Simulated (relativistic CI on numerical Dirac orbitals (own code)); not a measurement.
**Electric-dipole lines of Sn12+**

Calculated at this level of theory: Dirac-Coulomb-Breit CI, separate exchange-only KLI orbitals for each configuration, QED by a radiative potential, unscaled Slater integrals (own radial code, finite nucleus).

Configurations in the expansion (outside the closed core [Ar] 3d10): 4s2 4p6 4d2, 4s2 4p5 4d3, 4s2 4p6 4d 4f, 4s2 4p6 4d 5s, 4s 4p6 4d3, 4s2 4p5 4d2 4f, 4s2 4p6 4d 5p, 4s2 4p6 4f 5s, 4s 4p6 4d2 4f, 4s2 4p6 4d 5d, 4s2 4p6 5s 5p, 4s2 4p5 4d2 5s, 4s2 4p6 4d 6s, 4s2 4p6 4d 5f, 4s2 4p6 4d 6p, 4s2 4p6 4d 5g, 4s2 4p5 4d2 5p, 4s2 4p6 4d 6d, 4s2 4p6 4d 7s, 4s2 4p6 4d 6f, 4s2 4p6 4d 7p, 4s2 4p6 4f2, 4s2 4p5 4f3, 4s2 4p6 5s2, 4s2 4p5 4f 5s2, 4p6 4d4, 4p5 4d5, 4p5 4d4 4f, 4s2 4p6 4f 5p, 4s2 4p5 4f2 5p, 4s2 4p6 5p2, 4s2 4p5 4f 5p2. Double excitations out of closed p, d and f shells are left out; levels of such configurations are missing from the list, as are those of other unlisted configurations, and high levels can miss mixing partners. These lack a partner that the ground configuration has and come out too high: 4s 4p6 4d2 4f, 4s2 4p5 4d2 5s, 4s2 4p5 4d2 5p.

| λ vac (Å) | Lower | Upper | A (s⁻¹) | log gf | S velocity/length |
| --- | --- | --- | --- | --- | --- |
| 120.18 | 4s2 4p6 4d2 3F_2 [1] | 4s2 4p5 4d3 3D°_1 [146] | 2.91e+11 | 0.28 | 0.63 |
| 123.19 | 4s2 4p6 4d2 1D_2 [5] | 4s2 4p5 4d3 1F°_3 [149] | 3.28e+11 | 0.72 | 0.64 |
| 123.34 | 4s2 4p6 4d2 1G_4 [8] | 4s2 4p5 4d3 1G°_4 [154] | 1.10e+12 | 1.35 | 0.61 |
| 123.55 | 4s2 4p6 4d2 3P_1 [6] | 4s2 4p5 4d3 3D°_2 [150] | 2.89e+11 | 0.52 | 0.63 |
| 123.85 | 4s2 4p6 4d2 3P_0 [4] | 4s2 4p5 4d3 3D°_1 [146] | 5.91e+11 | 0.61 | 0.65 |
| 123.90 | 4s2 4p6 4d2 3F_4 [3] | 4s2 4p5 4d3 1F°_3 [145] | 1.90e+11 | 0.49 | 0.67 |
| 123.90 | 4s2 4p6 4d2 3P_2 [7] | 4s2 4p5 4d3 3S°_1 [153] | 4.77e+11 | 0.52 | 0.60 |
| 124.30 | 4s2 4p6 4d2 3P_1 [6] | 4s2 4p5 4d3 3P°_2 [147] | 5.05e+11 | 0.77 | 0.69 |
| 124.38 | 4s2 4p6 4d2 3F_4 [3] | 4s2 4p5 4d3 3F°_4 [144] | 8.44e+11 | 1.25 | 0.68 |
| 124.61 | 4s2 4p6 4d2 3P_2 [7] | 4s2 4p5 4d3 3D°_3 [152] | 9.31e+11 | 1.18 | 0.67 |
| 125.14 | 4s2 4p6 4d2 3F_2 [1] | 4s2 4p5 4d3 3F°_2 [133] | 1.92e+11 | 0.35 | 0.65 |
| 125.20 | 4s2 4p6 4d2 1D_2 [5] | 4s2 4p5 4d3 1F°_3 [145] | 3.78e+11 | 0.79 | 0.68 |
| 125.31 | 4s2 4p6 4d2 3P_2 [7] | 4s2 4p5 4d3 3D°_2 [150] | 5.71e+11 | 0.83 | 0.72 |
| 125.46 | 4s2 4p6 4d2 1G_4 [8] | 4s2 4p5 4d3 1F°_3 [149] | 3.61e+11 | 0.77 | 0.82 |
| 125.86 | 4s2 4p6 4d2 1S_0 [9] | 4s2 4p5 4d3 1P°_1 [155] | 9.53e+11 | 0.83 | 0.66 |
| 125.89 | 4s2 4p6 4d2 3F_2 [1] | 4s2 4p5 4d3 3F°_2 [131] | 7.10e+11 | 0.93 | 0.71 |
| 125.92 | 4s2 4p6 4d2 3F_3 [2] | 4s2 4p5 4d3 3F°_3 [137] | 6.66e+11 | 1.04 | 0.69 |
| 126.13 | 4s2 4p6 4d2 1G_4 [8] | 4s2 4p6 4d 4f 1H°_5 [148] | 8.39e+11 | 1.34 | 0.77 |
| 126.27 | 4s2 4p6 4d2 3F_3 [2] | 4s2 4p6 4d 5p 1F°_3 [136] | 1.42e+11 | 0.38 | 0.71 |
| 126.28 | 4s2 4p6 4d2 3F_4 [3] | 4s2 4p6 4d 4f 3G°_5 [140] | 8.51e+11 | 1.35 | 0.75 |
| 126.55 | 4s2 4p6 4d2 3F_3 [2] | 4s2 4p6 4d 4f 3G°_4 [134] | 8.07e+11 | 1.24 | 0.75 |
| 126.64 | 4s2 4p6 4d2 3F_3 [2] | 4s2 4p5 4d3 3F°_2 [133] | 3.73e+11 | 0.65 | 0.76 |
| 126.74 | 4s2 4p6 4d2 3F_4 [3] | 4s2 4p5 4d3 3D°_3 [138] | 4.20e+11 | 0.85 | 0.77 |
| 126.87 | 4s2 4p6 4d2 1D_2 [5] | 4s2 4p5 4d3 1D°_2 [143] | 8.03e+11 | 0.99 | 0.74 |
| 127.21 | 4s2 4p6 4d2 3F_2 [1] | 4s2 4p6 4d 4f 3G°_3 [127] | 7.91e+11 | 1.13 | 0.75 |
| 127.49 | 4s2 4p6 4d2 3F_2 [1] | 4s2 4p5 4d3 3D°_1 [126] | 5.26e+11 | 0.58 | 0.77 |
| 128.11 | 4s2 4p6 4d2 1D_2 [5] | 4s2 4p5 4d3 3D°_3 [138] | 1.81e+11 | 0.49 | 0.87 |
| 130.08 | 4s2 4p6 4d2 3F_4 [3] | 4s2 4p6 4d 5p 3F°_3 [128] | 1.31e+11 | 0.37 | 0.82 |
| 131.57 | 4s2 4p6 4d2 1G_4 [8] | 4s2 4p6 4d 5p 1F°_3 [136] | 1.80e+11 | 0.52 | 0.84 |
| 146.52 | 4s2 4p5 4d3 5F°_4 [15] | 4s2 4p5 4d2 4f 5F_5 [350] | 1.42e+11 | 0.70 | 0.89 |

Terms are leading LS components. Brackets give the number of a level in order of energy, since labels repeat. The list gives strong lines, with weight on those to low levels, among the lowest 400 of 4440 levels, so that lines to higher ones, which can be the strongest, are missing. Levels whose partners in the same complex of configurations lie outside the list can be far off, and so can their lines. Rates are taken at the computed energies, electric ones in the length gauge. A velocity-to-length ratio far from 1 marks an uncertain rate.

At this charge energies of transitions that change n are usually good to better than 1 %, and those within a shell (Δn = 0) to a few per cent. Terms inside the open d or f shell come out 10 to 20 % too wide with unscaled integrals.

LS names give the leading component of a level, which can be under half, so a name can repeat, a term be missing and a line seem to break the LS rules.
